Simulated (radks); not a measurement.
Results of a calculation; reference values are marked as such.
Fractional charge and spin in the 3s shell of phosphorus: the spin-up occupation runs from 0 to 1 and the spin-down occupation from 0 to 1; the fullest corner is P2+, [Ne] 3p(up 0.5, down 0.5) 3s(up 1, down 1). Code: a radial shooting solver on a logarithmic mesh with Libxc functionals. Model: scalar-relativistic Kohn-Sham, PBE, spin-polarised, spherical densities, point nucleus. Energy (eV) minus the two flat planes that join the four corners (they meet along the diagonal where the two added fractions sum to one electron); zero is where a piecewise linear energy would lie.

| down \ up | 0 | 0.25 | 0.5 | 0.75 | 1 |
|---|---|---|---|---|---|
| 0 | 0.000 | -1.120 | -1.495 | -1.122 | 0.000 |
| 0.25 | -1.120 | -1.364 | -0.874 | 0.354 | -1.052 |
| 0.5 | -1.495 | -0.874 | 0.473 | -0.827 | -1.401 |
| 0.75 | -1.122 | 0.354 | -0.827 | -1.295 | -1.050 |
| 1 | 0.000 | -1.052 | -1.401 | -1.050 | 0.000 |

Corners above the fullest one (they belong to P3+ and the next ion): (up 1, down 0) 39.547 eV, (up 0, down 1) 39.547 eV, (up 0, down 0) 92.584 eV. With half an added electron in each spin the energy lies 0.473 eV from the planes, and with half an added electron in spin up alone -1.495 eV. The planes are only a guide here: the flat-plane condition holds for ground states with one frontier orbital, while this shell lies below other occupied shells, so the corners above the fullest one are inner-hole states and not the ground states of those ions.
